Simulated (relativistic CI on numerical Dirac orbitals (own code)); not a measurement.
# Line list: Forbidden lines, Nd30+

Method of calculation: Dirac-Coulomb-Breit CI, orbitals from a KLI potential per configuration, QED by a radiative potential, unscaled Slater integrals (own radial code, finite nucleus).

Configurations in the expansion (outside the closed core [Ar]): 3d10 4s2, 3d10 4s 4p, 3d10 4p2, 3d10 4s 4d, 3d10 4d2, 3d10 4s 4f, 3d10 4p 4d, 3d10 4f2, 3d10 4p 4f, 3d10 4d 4f, 3d10 4s 5s, 3d10 4s 5p, 3d10 4s 5d, 3d10 4s 5f, 3d10 4s 5g, 3d10 4s 6s, 3d10 4s 6p, 3d10 4s 6d, 3d10 4s 6f, 3d10 4s 7s, 3d9 4s2 4p, 3d9 4s2 4d, 3d9 4s2 4f, 3d9 4s2 5s, 3d9 4s2 5p, 3d9 4s2 5d. Double excitations out of closed p, d and f shells are left out; levels of such configurations are missing from the list, as are those of other unlisted configurations, and high levels can miss mixing partners. These lack a partner that the ground configuration has and come out too high: 3d9 4s2 4p, 3d9 4s2 4d, 3d9 4s2 4f, 3d9 4s2 5s, 3d9 4s2 5p.

```
λ vac (Å)                 Lower                   Upper  Type   A (s⁻¹)        gf  Branching (%)
   14.536  3d10 4s 4p 3P°_1 [3]  3d9 4s2 4p 3D°_3 [126]    E2  2.11e+07  4.67e-06            2.7
   14.629  3d10 4s 4p 3P°_2 [4]  3d9 4s2 4p 3D°_2 [130]    E2  4.70e+08  7.54e-05           59.6
   14.663  3d10 4s 4p 3P°_2 [4]  3d9 4s2 4p 3F°_3 [128]    E2  2.89e+08  6.53e-05           35.1
   14.680  3d10 4s 4p 3P°_0 [2]  3d9 4s2 4p 3F°_2 [121]    E2  2.83e+08  4.57e-05           34.8
   14.719  3d10 4s 4p 3P°_2 [4]  3d9 4s2 4p 3P°_0 [127]    E2  6.87e+08  2.23e-05           95.9
   14.754  3d10 4s 4p 3P°_1 [3]  3d9 4s2 4p 3F°_2 [121]    E2  4.07e+08  6.64e-05           50.0
   14.871  3d10 4s 4p 1P°_1 [5]  3d9 4s2 4p 3D°_2 [130]    E2  2.18e+08  3.62e-05           27.7
   14.906  3d10 4s 4p 1P°_1 [5]  3d9 4s2 4p 3F°_3 [128]    E2  3.70e+08  8.63e-05           44.9
   15.029  3d10 4s 4p 3P°_2 [4]  3d9 4s2 4p 3D°_3 [126]    E2  3.97e+08  9.41e-05           51.0
   15.062  3d10 4s 4p 3P°_2 [4]  3d9 4s2 4p 1D°_2 [124]    E2  2.18e+08  3.70e-05           30.7
   15.093  3d10 4s 4p 3P°_0 [2]  3d9 4s2 4p 3P°_2 [119]    E2  3.94e+08  6.73e-05           55.1
   15.094  3d10 4s 4p 3P°_2 [4]  3d9 4s2 4p 3F°_4 [123]    E2  6.67e+08  2.05e-04           81.3
   15.156  3d10 4s 4p 3P°_1 [3]  3d9 4s2 4p 3F°_3 [120]    E2  6.23e+08  1.50e-04           79.4
   15.171  3d10 4s 4p 3P°_1 [3]  3d9 4s2 4p 3P°_2 [119]    E2  2.61e+08  4.51e-05           36.5
   15.284  3d10 4s 4p 1P°_1 [5]  3d9 4s2 4p 3D°_3 [126]    E2  2.44e+08  5.98e-05           31.3
   15.319  3d10 4s 4p 1P°_1 [5]  3d9 4s2 4p 1D°_2 [124]    E2  4.41e+08  7.75e-05           62.1
   15.971  3d10 4s 4p 1P°_1 [5]  3d9 4s2 4p 3F°_3 [120]    E2  2.32e+07  6.21e-06            3.0
   443.20  3d10 4s 4p 3P°_1 [3]    3d10 4s 4p 3P°_2 [4]    M1  1.30e+05  1.91e-05           97.8
```

Terms are leading LS components. Brackets give the number of a level in order of energy, since labels repeat. The list gives strong lines, with weight on those to low levels, among the lowest 168 of 202 levels, so that lines to higher ones, which can be the strongest, are missing. Levels whose partners in the same complex of configurations lie outside the list can be far off, and so can their lines. Rates are taken at the computed energies, electric ones in the length gauge.

At this charge energies of transitions that change n are usually good to better than 1 %, and those within a shell (Δn = 0) to a few per cent.

LS names give the leading component of a level, which can be under half, so a name can repeat, a term be missing and a line seem to break the LS rules.
